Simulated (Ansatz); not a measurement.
Start from `[CH3][Y]([OH])[F]` and change one atom or group to get `[CH3][Y]([F])[Cl]`.

Ansatz, PBE0-D4/def2-TZVP geometries, multiplicity 1. Each molecule was computed in one conformer, which needn't be the lowest.

Elements past krypton have def2 core potentials.

```
                                      property  `[CH3][Y]([OH])[F]`
size of the dipole moment (PBE/def2-TZVPP) / D                 2.64
         HOMO energy (ωB97M-V/def2-TZVPP) / eV                -8.84
           HOMO energy (B3LYP/def2-TZVPP) / eV                -6.36
          HOMO–LUMO gap (PBE0/def2-TZVPP) / eV                 4.77
             HOMO energy (PBE/def2-TZVPP) / eV                -5.33
         LUMO energy (ωB97M-V/def2-TZVPP) / eV                -0.64
```

(1) What does the change do to each property? (An estimate is asked.)

## Answers

(1) Computed: 
```
                                      property  `[CH3][Y]([F])[Cl]`  shift
size of the dipole moment (PBE/def2-TZVPP) / D                 2.40  -0.24
         HOMO energy (ωB97M-V/def2-TZVPP) / eV                -9.42  -0.58
           HOMO energy (B3LYP/def2-TZVPP) / eV                -6.93  -0.57
          HOMO–LUMO gap (PBE0/def2-TZVPP) / eV                 4.84   0.07
             HOMO energy (PBE/def2-TZVPP) / eV                -5.90  -0.57
         LUMO energy (ωB97M-V/def2-TZVPP) / eV                -1.03  -0.39
```

With PBE0 the HOMO falls by 0.58 eV and the LUMO falls by 0.51 eV, so the gap widens by about 0.07 eV. PBE moves the HOMO by -0.57 eV and ωB97M-V by -0.58 eV. The zero-point energy changes by -30.0 kJ/mol with -3 modes. Dipoles are sizes alone; their direction can turn.

B3LYP here is the variant with VWN-RPA as its local correlation; programs differ in this.
